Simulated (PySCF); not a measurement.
Job file and geometry (Å, from GFN2-xTB) of an NMR shielding run on `InChI=1S/C2H13NSi4/c4-3-7-5-1-2-6-7/h3,7H,1-2,5-6H2,4H3`, GIAO PBE0/pcSseg-1 NMR shielding, non-relativistic, gas phase in PySCF 2.14.0, density-fitted response routines; density fitting, a coarse starting grid and PySCF grid level 2 are the driver's defaults:

```
$ OMP_NUM_THREADS=1 python probes_run.py task.json out

{"job": {"kind": "nmr", "xc": "PBE0", "basis": "pcSseg-1"}, "charge": 0, "multiplicity": 1}
Si     2.955203    -0.205407     0.336947
N      2.063587     0.193502    -1.087880
Si     0.334400     0.243845    -1.341045
Si    -0.744841     1.797467     0.013580
C     -2.146598     0.648952     0.644653
C     -1.672681    -0.777533     0.947267
Si    -0.816215    -1.618710    -0.548894
H      2.167564     0.279225     1.468908
H      3.156824    -1.655429     0.457563
H      4.248357     0.471404     0.231400
H      2.618524     0.239313    -1.925610
H      0.257750     0.492085    -2.796204
H     -1.388340     2.972848    -0.595617
H     -0.019501     2.323469     1.181199
H     -2.934125     0.602494    -0.112936
H     -2.614211     1.071330     1.536806
H     -0.970391    -0.744662     1.785109
H     -2.521218    -1.373983     1.289759
H     -0.108592    -2.808672    -0.051761
H     -1.870645    -2.140859    -1.436281
```

Q: Write the output of this run.

A: 
```
coarse grid: 17792 points
cycle   1  E = -1295.9735652617  dE =  3.473e-01  |g| = 5.502e-01  |ddm| = 4.050e+00
cycle   2  E = -1295.9004515074  dE =  7.311e-02  |g| = 7.766e-01  |ddm| = 1.199e+00
cycle   3  E = -1296.0428397200  dE = -1.424e-01  |g| = 6.420e-02  |ddm| = 8.166e-01
cycle   4  E = -1296.0435778969  dE = -7.382e-04  |g| = 3.324e-02  |ddm| = 1.103e-01
cycle   5  E = -1296.0438568383  dE = -2.789e-04  |g| = 7.611e-03  |ddm| = 4.250e-02
cycle   6  E = -1296.0438709921  dE = -1.415e-05  |g| = 1.563e-03  |ddm| = 1.003e-02
cycle   7  E = -1296.0438717439  dE = -7.518e-07  |g| = 3.100e-04  |ddm| = 2.654e-03
final grid: 150952 points
cycle   8  E = -1296.0794290274  dE = -2.148e-05  |g| = 7.191e-03  |ddm| = 2.299e-02
cycle   9  E = -1296.0794163292  dE =  1.270e-05  |g| = 1.020e-02  |ddm| = 1.539e-02
cycle  10  E = -1296.0794410873  dE = -2.476e-05  |g| = 5.776e-04  |ddm| = 9.369e-03
cycle  11  E = -1296.0794411358  dE = -4.847e-08  |g| = 2.778e-04  |ddm| = 8.513e-04
cycle  12  E = -1296.0794411543  dE = -1.855e-08  |g| = 4.356e-05  |ddm| = 3.210e-04
cycle  13  E = -1296.0794411548  dE = -4.859e-10  |g| = 1.109e-05  |ddm| = 7.635e-05
converged SCF energy = -1296.0794411548

GIAO shielding tensors (ppm)
atom      isotropic    diamagn.    paramagn.     s11        s22        s33       span
  0 Si     405.447     879.500    -474.054    363.595    383.588    469.156    105.561
  1 N      287.929     322.061     -34.132    255.151    269.927    338.709     83.558
  2 Si     380.472     880.364    -499.893    291.630    393.069    456.717    165.087
  3 Si     424.369     880.953    -456.583    395.082    400.481    477.546     82.464
  4 C      177.848     251.754     -73.906    167.289    171.647    194.607     27.318
  5 C      177.034     252.850     -75.816    165.904    172.762    192.438     26.534
  6 Si     431.931     881.565    -449.634    398.672    416.548    480.572     81.899
  7 H       27.149      30.786      -3.637     23.495     27.531     30.423      6.928
  8 H       27.004      29.231      -2.226     23.350     25.149     32.513      9.163
  9 H       27.090      28.240      -1.150     23.263     24.918     33.088      9.825
 10 H       32.741      30.000       2.742     21.990     30.033     46.201     24.210
 11 H       26.063      30.009      -3.946     22.520     25.360     30.310      7.790
 12 H       27.845      29.621      -1.775     24.152     25.353     34.030      9.877
 13 H       27.606      30.115      -2.508     24.652     25.413     32.754      8.103
 14 H       31.365      30.931       0.433     26.194     29.092     38.807     12.613
 15 H       29.991      29.613       0.378     24.009     27.923     38.041     14.032
 16 H       30.791      32.930      -2.139     26.642     28.510     37.221     10.579
 17 H       29.988      29.979       0.010     23.813     27.917     38.235     14.422
 18 H       27.576      30.373      -2.797     24.558     25.072     33.099      8.541
 19 H       28.203      30.231      -2.027     24.356     25.666     34.588     10.233
```

Q: Turn these shieldings into chemical shifts. Shifts are taken against calculated references (same method and geometry level): TMS for 29Si (σ = 349.16 ppm) and 13C (σ = 186.93 ppm) and 1H (σ = 31.72 ppm); NH3 for 15N (σ = 267.73 ppm).

A: Averaging equivalent atoms: Si 2: -31.3; Si 0: -56.3; Si 3/6: -79.0; N 1: -20.2; C 4/5: 9.5; H 11: 5.65; H 7/8/9: 4.64; H 13/18: 4.13; H 12/19: 3.69; H 15/16: 1.33; H 14/17: 1.04; H 10: -1.02 ppm. Experimental scales use liquid or dissolved standards, which lie at an offset from isolated NH3 (liquid NH3: subtract about 20 ppm).

Size and cost of the density-fitted run: 212 basis functions, 2.9 min wall time (2.3 min CPU) on 1 thread of an Intel Xeon, shared host; peak memory 1 GiB.
